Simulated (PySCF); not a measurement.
**Electric field gradients and quadrupole coupling constants**

Compound: C4H5F3OS.
Geometry (GFN2-xTB, Å), atoms numbered from 1 in this order:
```xyz
14
C4H5F3OS angstrom
C      2.4019   -0.3728    0.6334
C      1.3021    0.3490   -0.0634
S      1.5226    1.6094   -1.0647
O      0.0947   -0.1458    0.2348
C     -1.0270    0.4653   -0.3563
C     -2.2501   -0.3647    0.0169
F     -2.1480   -1.6292   -0.3977
F     -3.3549    0.1449   -0.5431
F     -2.4589   -0.3962    1.3351
H      2.2136   -1.4446    0.6190
H      2.4386   -0.0548    1.6761
H      3.3539   -0.1458    0.1631
H     -1.1605    1.4900    0.0142
H     -0.9286    0.4948   -1.4496
```

Field gradients from the PBE0/pcSseg-1 density (PySCF, non-relativistic), principal values in atomic units, ordered |Vxx| ≤ |Vyy| ≤ |Vzz|:

| atom | Vxx | Vyy | Vzz |
| --- | --- | --- | --- |
| S3 | 1.0314 | 1.5217 | -2.5532 |
| O4 | -0.5643 | -1.1998 | 1.7641 |

**Question.** Find the asymmetry η = (Vxx − Vyy)/Vzz and the couplings χ = eQV/h (234.96 MHz × Q in barn × V in au), with Q(33S) = −0.0678 b, Q(17O) = −0.0256 b.

**Answer.** 
| atom | environment | nucleus | η | χzz (MHz) | χxx (MHz) | χyy (MHz) |
| --- | --- | --- | --- | --- | --- | --- |
| S3 | thiocarbonyl sulfur | 33S | 0.19 | 40.67 | -16.43 | -24.24 |
| O4 | oxygen bonded to 2 C | 17O | 0.36 | -10.61 | 3.39 | 7.22 |

The tensor is traceless: Vxx + Vyy + Vzz = 0.

**Question.** What is Vzz at O4 in SI units (1 au = 9.71736 × 10²¹ V/m²)?

**Answer.** 1.7641 au = 17.142 × 10²¹ V/m².

**Question.** What couplings would deuterons (Q(2H) = 0.00286 b) have in place of the hydrogens, at this geometry?

**Answer.** 
```json
{"atom": "H10", "bonded to": "C1", "bond length (Å)": "1.088", "Vzz (au)": "0.3092", "η": "0.04", "χzz (kHz)": "208"}
{"atom": "H11", "bonded to": "C1", "bond length (Å)": "1.091", "Vzz (au)": "0.3075", "η": "0.04", "χzz (kHz)": "207"}
{"atom": "H12", "bonded to": "C1", "bond length (Å)": "1.086", "Vzz (au)": "0.3103", "η": "0.04", "χzz (kHz)": "208"}
{"atom": "H13", "bonded to": "C5", "bond length (Å)": "1.098", "Vzz (au)": "0.2780", "η": "0.09", "χzz (kHz)": "187"}
{"atom": "H14", "bonded to": "C5", "bond length (Å)": "1.098", "Vzz (au)": "0.2752", "η": "0.09", "χzz (kHz)": "185"}
```

Isolated species at its GFN2-xTB geometry (one conformer only). GFN2-xTB bond lengths can be off by several hundredths of an ångström, more for odd bonds, and the gradients follow them. With a basis this small, the couplings can be 20 % off.

The run behind these numbers computed NMR shieldings as well. Time: 26 s (with the writing of density and orbital grids); peak memory 0.81 GiB. Hardware: one thread of an Arm Neoverse V2 (shared host).
